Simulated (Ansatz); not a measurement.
System: InCl2 (charge 0, doublet). It need not be the lowest isomer of its formula. SMILES: [Cl][In][Cl]
Geometry: optimised at B3LYP-D3(BJ)/def2-TZVP (Ansatz, a first-principles code).

Computed values are from Ansatz. Correlated levels leave the core frozen unless marked. Open shells are spin-unrestricted. Spin-orbit coupling is left out. The frozen core is the preceding noble-gas configuration, with the filled d and f shells of earlier blocks. In def2 rows, elements after Kr have scalar-relativistic effective core potentials. CBS marks a two-point X^-3 extrapolation of the correlation energy; Hartree-Fock from the larger set. [CCSD(T)-MP2]/basis is that difference in the basis named.

The atomisation energy De comes out as 643.9 kJ/mol at RI-MP2/CBS(def2-TZVPPD,def2-QZVPPD)+[CCSD(T)-MP2]/def2-TZVPPD and the vertical ionisation energy (to the singlet) is 8.96 eV at RI-MP2/CBS(def2-TZVPPD,def2-QZVPPD)+[CCSD(T)-MP2]/def2-TZVPPD. The total energy is -1108.9160 Eh at RI-MP2/CBS(def2-TZVPPD,def2-QZVPPD)+[CCSD(T)-MP2]/def2-TZVPPD. The dipole moment is 2.85 D at CCSD(T)/def2-SVPD. The T1 diagnostic is 0.013 at CCSD/def2-TZVPPD.
